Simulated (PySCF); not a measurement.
FGa, charge -1, doublet, geometry from GFN2-xTB (such geometries of metal compounds can be far from the true shape) (a state made from the parent by changing its charge; the spin is typed, not shown lowest), atoms displaced at random by about 0.03 Å a coordinate; R2SCAN/STO-3G, gradient run with PySCF.

Input for PySCF:
```python
from pyscf import gto, scf, dft

mol = gto.M(
    atom='''
Ga   -0.015337   -0.008365   -0.463315
F     0.001077    0.047341    1.487478
''',
    basis='sto-3g',
    charge=-1,
    spin=1,
    verbose=4,
)

mf = dft.UKS(mol)
mf.xc = 'r2scan'
mf.kernel()
g = mf.nuc_grad_method()
grad = g.kernel()
```

What the program printed (banner, timings and long lists left out):

```
PySCF version 2.14.0

[INPUT] verbose = 4
[INPUT] num. atoms = 2
[INPUT] num. electrons = 41
[INPUT] charge = -1
[INPUT] spin (= nelec alpha-beta = 2S) = 1
[INPUT] symmetry False subgroup None
[INPUT] Mole.unit = angstrom
[INPUT] Symbol           X                Y                Z      unit          X                Y                Z       unit  Magmom
[...]
nuclear repulsion = 75.6487564973366
number of shells = 11
number of NR pGTOs = 69
number of NR cGTOs = 23
basis = sto-3g
ecp = {}

******** <class 'pyscf.dft.uks.UKS'> ********
method = UKS
initial guess = minao
damping factor = 0
level_shift factor = 0
DIIS = <class 'pyscf.scf.diis.CDIIS'>
diis_start_cycle = 1
diis_space = 8
diis_damp = 0
SCF conv_tol = 1e-09
SCF conv_tol_grad = None
SCF max_cycles = 50
direct_scf = True
direct_scf_tol = 1e-13
number electrons alpha = 21  beta = 20
XC library pyscf.dft.libxc version 7.1.2
    S. Lehtola, C. Steigemann, M. J. T. Oliveira, and M. A. L. Marques,  SoftwareX 7, 1–5 (2018)
XC functionals = r2scan
    J. W. Furness, A. D. Kaplan, J. Ning, J. P. Perdew, and J. Sun,  J. Phys. Chem. Lett. 11, 8208–8215 (2020)
    J. W. Furness, A. D. Kaplan, J. Ning, J. P. Perdew, and J. Sun,  J. Phys. Chem. Lett. 11, 9248–9248 (2020)
    J. W. Furness, A. D. Kaplan, J. Ning, J. P. Perdew, and J. Sun,  J. Phys. Chem. Lett. 11, 8208–8215 (2020)
    J. W. Furness, A. D. Kaplan, J. Ning, J. P. Perdew, and J. Sun,  J. Phys. Chem. Lett. 11, 9248–9248 (2020)
radial grids:
    Treutler-Ahlrichs [JCP 102, 346 (1995); DOI:10.1063/1.469408] (M4) radial grids

becke partition: Becke, JCP 88, 2547 (1988); DOI:10.1063/1.454033
pruning grids: <function nwchem_prune>
grids dens level: 3
symmetrized grids: False
atomic radii adjust function: <function treutler_atomic_radii_adjust>
small_rho_cutoff = 0
Set gradient conv threshold to 3.16228e-05
tot grids = 35168
init E= -1998.41492984776

cycle= 1 E= -2000.22329472141  delta_E= -1.81  |g|= 0.244  |ddm|= 1.35
cycle= 2 E= -1992.77721821514  delta_E= 7.45  |g|= 0.478  |ddm|= 3.72
cycle= 3 E= -1995.53135388513  delta_E= -2.75  |g|= 1.99  |ddm|= 3.54
cycle= 4 E= -1998.66057670864  delta_E= -3.13  |g|= 1.68  |ddm|= 1.28
cycle= 5 E= -1998.50683303609  delta_E= 0.154  |g|= 1.74  |ddm|= 0.0744
cycle= 6 E= -1998.4264322335  delta_E= 0.0804  |g|= 1.77  |ddm|= 0.038
cycle= 7 E= -1998.03409080287  delta_E= 0.392  |g|= 1.89  |ddm|= 0.183
cycle= 8 E= -1997.90208522417  delta_E= 0.132  |g|= 1.93  |ddm|= 0.197
[...]
cycle= 24 E= -1998.10239115862  delta_E= 0.45  |g|= 1.87  |ddm|= 0.213
cycle= 25 E= -1998.96936850591  delta_E= -0.867  |g|= 1.52  |ddm|= 0.537

cycle= 26 E= -1994.27375962176  delta_E=  4.7  |g|= 1.67  |ddm|= 1.89
cycle= 27 E= -1995.69573138526  delta_E= -1.42  |g|= 1.99  |ddm|= 1.32
cycle= 28 E= -1994.5231123322  delta_E= 1.17  |g|= 1.76  |ddm|= 0.543
cycle= 29 E= -1992.7279335863  delta_E=  1.8  |g|= 0.295  |ddm|= 3.46

cycle= 30 E= -1994.3383208745  delta_E= -1.61  |g|= 1.69  |ddm|= 3.44

cycle= 31 E= -1994.54980446347  delta_E= -0.211  |g|= 1.77  |ddm|= 0.114
cycle= 32 E= -1995.95986490896  delta_E= -1.41  |g|= 2.03  |ddm|= 0.638
cycle= 33 E= -1995.68466437317  delta_E= 0.275  |g|= 2.01  |ddm|= 0.129
cycle= 34 E= -1995.48715062569  delta_E= 0.198  |g|=    2  |ddm|= 1.19
cycle= 35 E= -1995.23661704158  delta_E= 0.251  |g|= 1.95  |ddm|= 0.653
cycle= 36 E= -1995.32759901088  delta_E= -0.091  |g|= 1.97  |ddm|= 0.502
cycle= 37 E= -1995.38865337435  delta_E= -0.0611  |g|= 1.98  |ddm|= 0.314

cycle= 38 E= -1992.72507251616  delta_E= 2.66  |g|= 0.161  |ddm|= 3.53
cycle= 39 E= -1993.40560242079  delta_E= -0.681  |g|=  1.1  |ddm|= 3.31
cycle= 40 E= -1994.1329739489  delta_E= -0.727  |g|=  1.6  |ddm|= 0.605
cycle= 41 E= -1994.11196426594  delta_E= 0.021  |g|= 1.59  |ddm|= 0.448
cycle= 42 E= -1994.07804795682  delta_E= 0.0339  |g|= 1.58  |ddm|= 0.0202
cycle= 43 E= -1994.25213840374  delta_E= -0.174  |g|= 1.66  |ddm|= 0.334
cycle= 44 E= -1994.21346011172  delta_E= 0.0387  |g|= 1.64  |ddm|= 0.202
cycle= 45 E= -1995.62470443899  delta_E= -1.41  |g|=    2  |ddm|= 1.59
cycle= 46 E= -1995.4561774456  delta_E= 0.169  |g|= 1.97  |ddm|= 0.231

cycle= 47 E= -1992.72805280664  delta_E= 2.73  |g|= 0.16  |ddm|= 3.54
cycle= 48 E= -1993.75292204648  delta_E= -1.02  |g|= 1.38  |ddm|= 3.36
cycle= 49 E= -1994.19781786314  delta_E= -0.445  |g|= 1.63  |ddm|= 0.487
cycle= 50 E= -1994.50047395124  delta_E= -0.303  |g|= 1.75  |ddm|= 0.271
SCF not converged.
SCF energy = -1994.50047395124 after 50 cycles  <S^2> = 0.75005867  2S+1 = 2.0000587

WARN: Ground state UKS not converged

******** <class 'pyscf.grad.uks.Gradients'> for <class 'pyscf.dft.uks.UKS'> ********
unit = Eh/Bohr
grid_response = False
--------------- UKS gradients ---------------
         x                y                z
0 Ga    -0.0048318591    -0.0164340133    -0.5749208085
1 F     0.0048201532     0.0164122656     0.5744980396
----------------------------------------------
```

Convergence was not reached.
